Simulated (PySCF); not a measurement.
(S)-bromo-chloro-fluoromethane (CHBrClF), SMILES F[C@@H](Cl)Br. Atoms are numbered in the order given.

```xyz
5

C     -0.5943    -0.4766    -0.3598
F     -0.8733    -1.5529     0.3722
Cl    -1.7783     0.7887    -0.0492
Br     1.2080     0.1187     0.0307
H     -0.6233    -0.7255    -1.4283
```
Charge 0, spin multiplicity 1.

The structure is a stationary point at PBE0-D3(BJ)/def2-SVP.

The numbers are results of TDDFT-CAM-B3LYP/def2-SVPD (PySCF), not measurements.

Vertical excitations. Isolated molecule, no solvent.

### Question
List the lowest excited states. (Estimate from the structure and the level; the computed values follow.)

### Answer

| state | energy (eV) | λ (nm) | f | main pairs |
|---|---|---|---|---|
| S1 | 5.94 | 209 | 0.005 | HOMO→LUMO 89 % |
| S2 | 6.06 | 205 | 0.001 | HOMO−1→LUMO 91 % |
| S3 | 7.12 | 174 | 0.034 | HOMO−2→LUMO 79 % |
| S4 | 7.48 | 166 | 0.007 | HOMO−3→LUMO 58 %, HOMO→LUMO+1 19 % |
| S5 | 7.93 | 156 | 0.019 | HOMO→LUMO+1 52 %, HOMO−3→LUMO 22 % |
| S6 | 8.15 | 152 | 0.018 | HOMO−1→LUMO+1 57 %, HOMO→LUMO+2 16 % |
| S7 | 8.23 | 151 | 0.045 | HOMO→LUMO+2 36 %, HOMO−1→LUMO+1 27 %, HOMO−2→LUMO+1 11 %, HOMO→LUMO+1 8 % |
| S8 | 8.42 | 147 | 0.067 | HOMO−2→LUMO+1 27 %, HOMO→LUMO+2 23 %, HOMO−2→LUMO+2 12 %, HOMO−3→LUMO 7 % |
| S9 | 8.55 | 145 | 0.059 | HOMO−1→LUMO+2 74 %, HOMO−1→LUMO+5 12 % |
| S10 | 8.89 | 140 | 0.023 | HOMO→LUMO+3 37 %, HOMO−3→LUMO+1 26 %, HOMO→LUMO+2 8 % |
| T1 | 5.23 | 237 | 0 | HOMO→LUMO 87 % |
| T2 | 5.36 | 231 | 0 | HOMO−1→LUMO 87 % |
| T3 | 6.29 | 197 | 0 | HOMO−2→LUMO 72 % |
| T4 | 6.80 | 182 | 0 | HOMO−3→LUMO 46 %, HOMO−3→LUMO+1 14 %, HOMO→LUMO+1 9 % |
Triplets are in the Tamm–Dancoff approximation, which puts them higher than full response would, so one can lie above its singlet here.
